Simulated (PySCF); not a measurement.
From computed data to an observable: chemical shift, span and skew from a shielding tensor

CF₃, SMILES F[C](F)F (connectivity only; charge and spin as stated), charge +1, multiplicity 1. Atoms are numbered in the order given.

```xyz
4

F     -1.2383     0.0000     0.0000
C      0.0000     0.0000     0.0000
F      0.6192    -1.0724     0.0000
F      0.6192     1.0724     0.0000
```
Charge +1, spin multiplicity 1.

Coordinates come from a TPSSh-D3(BJ)/def2-TZVP optimisation. The multiplicity is an assumed one; other spin states were not compared. The isomer is the one that the SMILES or the coordinates give; other isomers of the formula were not compared.

GIAO shieldings from PBE/pcSseg-2 in PySCF, non-relativistic, no solvent. The symmetric part of the tensor of C2 has the principal values 4.0, 4.0, 29.6 ppm. The same nucleus in TMS has σ = 181.4 ppm at this level (PySCF, at its B3LYP-D3(BJ)/def2-TZVP geometry).

**Question.** Work out the isotropic shielding, the ¹³C shift against TMS, the span and the skew.

**Answer.** 
σ(iso) = (σ11 + σ22 + σ33)/3 = 12.5 ppm. δ = σ(ref) − σ(iso) = 181.4 − (12.5) = 168.9 ppm.
Span Ω = σ33 − σ11 = 25.6 ppm. Skew κ = 3(σ(iso) − σ22)/Ω = 1.00, an axial tensor. Tumbling in solution averages the tensor to δ; in a static solid the shielding alone would spread this spin-1/2 line over Ω.
